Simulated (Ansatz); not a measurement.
Reaction (redistribution): `N[Si](O)(Cl)Br` + `FC([SiH3])CCl` → `N[Si](O)(Cl)Cl` + `FC([SiH3])CBr`

Gas-phase electronic energies from Ansatz, PBE0-D4/def2-TZVP geometries. CCSD(T)/CBS is the MP2 limit (def2-TZVPP, def2-QZVPP) plus CCSD(T) − MP2 in def2-TZVPP, frozen cores. This one scheme is used for every species. Functionals use def2-TZVPP. B3LYP here is the variant with VWN-RPA as its local correlation; programs differ in this. For Br outer-core shells are correlated without core-valence functions, which leaves a few kJ/mol of doubt a bond. Scalar relativity is left out up to krypton. One conformer a species, not always the lowest.

| level | ΔE (kJ/mol) | difference from CCSD(T)/CBS |
| --- | --- | --- |
| PBE-D4 | -14.1 | 1.0 |
| r2SCAN-D4 | -16.3 | -1.2 |
| PBE0-D4 | -13.9 | 1.2 |
| B3LYP-D4 | -16.3 | -1.2 |
| B2PLYP | -17.7 | -2.6 |
| PBE | -14.4 | 0.7 |
| r2SCAN | -16.3 | -1.2 |
| B3LYP | -16.8 | -1.7 |
| HF/def2-TZVPP | -16.0 | -0.9 |
| SCS-MP2/def2-TZVPP | -19.0 | -3.9 |
| CCSD/def2-TZVPP | -18.8 | -3.7 |
| CCSD(T)/def2-TZVPP | -18.9 | -3.8 |
| HF/def2-QZVPP | -16.0 | -0.9 |
| MP2/def2-QZVPP | -17.0 | -1.9 |
| SCS-MP2/def2-QZVPP | -17.3 | -2.2 |
| CCSD/CBS(def2) | -15.0 | 0.1 |
| CCSD(T)/CBS | -15.1 | 0 |

Largest T1 diagnostic among the species: 0.011.
